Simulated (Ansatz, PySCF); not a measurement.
Reaction (SMILES): [BeH2] (BeH2) → [BeH2] (BeH2) as doublet, charge +1 + e-
Each molecule is optimised on its own at B3LYP-D3(BJ)/def2-TZVP (Ansatz, a quantum-chemistry and plane-wave program). A spin state is the lowest found, not a proven ground state.

Wanted: adiabatic ionisation energy (0 K, with B3LYP-D3(BJ) harmonic zero-point energies from PySCF), in eV. Correlated levels leave the core frozen unless marked. UHF or UKS for open shells. Spin-orbit coupling is left out. No relativistic terms. FCI takes restricted orbitals. CBS marks a two-point X^-3 extrapolation of the correlation energy; Hartree-Fock from the larger set.

```json
[
 {"level": "BLYP-D4/def2-TZVPD", "program": "Ansatz + dftd4", "adiabatic ionisation energy (eV)": "[?]"},
 {"level": "PBE0/STO-3G", "program": "Ansatz", "adiabatic ionisation energy (eV)": "11.05"},
 {"level": "r2SCANh-D4/def2-TZVPD", "program": "Ansatz + dftd4", "adiabatic ionisation energy (eV)": "[?]"},
 {"level": "CCSD/6-31G", "program": "Ansatz", "adiabatic ionisation energy (eV)": "11.14"},
 {"level": "FCI/6-31G", "program": "Ansatz", "adiabatic ionisation energy (eV)": "11.14"},
 {"level": "CCSD(T)/CBS(def2-TZVPPD,def2-QZVPPD)", "program": "Ansatz", "adiabatic ionisation energy (eV)": "[?]"}
]
```

Some entries are withheld; supply them.


- BLYP-D4/def2-TZVPD, adiabatic ionisation energy (eV): 11.22
- r2SCANh-D4/def2-TZVPD, adiabatic ionisation energy (eV): 11.18
- CCSD(T)/CBS(def2-TZVPPD,def2-QZVPPD), adiabatic ionisation energy (eV): 11.56
